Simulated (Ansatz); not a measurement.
CH4FNOSi can be A, `O[SiH2]/N=C/F`, or B, `OC1(F)N[SiH2]1`.

Gas-phase electronic energies from Ansatz, PBE0-D4/def2-TZVP geometries. CBS: MP2 limit from def2 TZ/QZ plus the TZ coupled-cluster correction, frozen cores. Functionals use def2-TZVPP. B3LYP here is the variant with VWN-RPA as its local correlation; programs differ in this. One conformer a species, not always the lowest.

(1) Which is lower in electronic energy at CCSD(T)/CBS, and by how much? (Best estimate.)

(2) Give E(B) − E(A) in kcal/mol with ωB97M-V, CCSD(T)/def2-SVP, PBE-D4, LDA (SPW92), B3LYP-D4, PBE0-D4, MP2/def2-TZVPP. (Best estimate.)

(3) Does the order hold for the free energy at 298.15 K (harmonic terms from PBE0-D4)? (An estimate is asked.)

Largest T1 diagnostic: 0.013.

Results:

(1) The calculation gave: A, by 60.3 kcal/mol.

(2) Ansatz gave: ωB97M-V 58.0, CCSD(T)/def2-SVP 55.4, PBE-D4 53.4, LDA (SPW92) 47.4, B3LYP-D4 60.9, PBE0-D4 54.6, MP2/def2-TZVPP 61.9. None reverses the order clearly.

(3) Ansatz gave: Yes: G(B) − G(A) = +61.4 kcal/mol, for one conformer each.

From PBE to PBE0 (25 % exact exchange), in def2-TZVPP and without D4, E(B) − E(A) moves by +1.1 kcal/mol. At CCSD(T), def2-SVP lies −4.9 kcal/mol from the extrapolated value and def2-TZVPP +0.6 kcal/mol.
